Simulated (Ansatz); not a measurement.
H5NOSiSn can be A, `[NH2][Sn][O][SiH3]`, or B, `[NH2][SnH]1[O][SiH2]1`.

Program: Ansatz. Geometries: PBE0-D4/def2-TZVP. ΔE: electronic, gas phase. CCSD(T)/CBS adds triple-zeta CCSD(T) − MP2 to the extrapolated MP2 energy (def2 sets, frozen cores). DFT in def2-TZVPP. B3LYP here is the variant with VWN-RPA as its local correlation; programs differ in this. def2 core potentials past Kr. For Sn outer-core shells are correlated without core-valence functions, which leaves a few kJ/mol of doubt a bond. One conformer a species, not always the lowest.

A:

Z-matrix (Å, degrees):
```
Si
O 1 1.623
H 1 1.489 2 110.7
H 1 1.489 2 110.7 3 -120.4
H 1 1.496 2 112.1 3 119.8
Sn 2 1.989 1 144.0 3 -119.2
N 6 2.011 2 95.2 1 -0.1
H 7 1.010 6 124.3 2 -0.1
H 7 1.008 6 124.2 2 -179.9
```

B:

Z-matrix (Å, degrees):
```
Sn
O 1 2.186
Si 1 2.464 2 39.9
N 1 2.008 2 109.4 3 118.4
H 1 1.708 2 104.0 3 -131.5
H 3 1.486 1 120.3 2 -109.7
H 3 1.487 1 119.1 2 109.9
H 4 1.011 1 115.7 2 73.9
H 4 1.010 1 116.1 2 -56.2
```

(1) Which isomer does CCSD(T)/CBS put lower? Give the gap. (An estimate is asked.)

(2) Give E(B) − E(A) in kcal/mol with B3LYP, HF/def2-TZVPP, CCSD/def2-TZVPP, CCSD(T)/def2-TZVPP, B2PLYP, B3LYP-D4, PBE-D4. (Estimate.)

Largest T1 diagnostic: 0.016.

Answers

(1) Computed: A, by 44.7 kcal/mol.

(2) The calculation gave: B3LYP 47.9, HF/def2-TZVPP 53.8, CCSD/def2-TZVPP 46.5, CCSD(T)/def2-TZVPP 44.4, B2PLYP 47.1, B3LYP-D4 48.7, PBE-D4 41.0. None reverses the order clearly.

The D4 term adds +0.8 kcal/mol with B3LYP and +0.4 kcal/mol with PBE0; it sums over pairs of atoms, weighted by their polarisabilities, and B3LYP, whose exchange is more repulsive, gets the larger term. In def2-TZVPP, CCSD(T) changes the Hartree–Fock value by −9.4 kcal/mol (the triples alone add −2.1 kcal/mol) and MP2 by −8.6 kcal/mol.
